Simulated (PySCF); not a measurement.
SiAs: energy against distance

Set-up: Si x2c-TZVPPall, As x2c-TZVPPall; spin-free X2C with a Gaussian nucleus (PySCF 2.14). Energies in eV from Si + As in their ground configurations at the same level. State: ²Π (doublet), unpaired electrons π ↑.

All columns are PBE0. A positive dipole means Si(−)As(+).

```csv
R (Å),E (eV),μ (D),Mulliken charge on Si (basis-dependent),HOMO (eV),LUMO (eV),Mayer bond order,⟨S²⟩
1.870,-1.970,-0.10,0.11,-6.59,-5.12,2.29,0.75
1.957,-2.708,-0.25,0.12,-6.66,-4.92,2.29,0.75
2.044,-3.115,-0.40,0.13,-6.71,-4.73,2.28,0.75
2.109,-3.259,-0.52,0.14,-6.67,-4.60,2.28,0.75
2.174,-3.298,-0.65,0.15,-6.52,-4.49,2.28,0.76
2.239,-3.256,-0.78,0.15,-6.39,-4.38,2.27,0.76
2.326,-3.108,-0.94,0.16,-6.21,-4.25,2.25,0.77
2.435,-2.830,-1.07,0.15,-6.04,-4.12,2.13,0.89
2.565,-2.454,-1.09,0.14,-5.93,-3.99,1.84,1.14
2.739,-1.968,-1.15,0.13,-5.87,-3.86,1.50,1.41
```

A fit through these points gives, at Re = 2.170 Å, μ = -0.64 D and dμ/dR = -1.95 D/Å; the reduced mass is 20.37 u.

Q: How strong is the fundamental in the double-harmonic approximation, I = 42.26·(dμ/dR)²/μred km/mol?

A: I = 42.26·(-1.95)²/20.37 = 7.89 km/mol at PBE0.

⟨S²⟩ of the unrestricted solution departs from its pure value on part of the curve, where spin states mix. Spin–orbit coupling is left out. The state is the lowest determinant that a PBE0 search found; another state may lie lower at other levels.
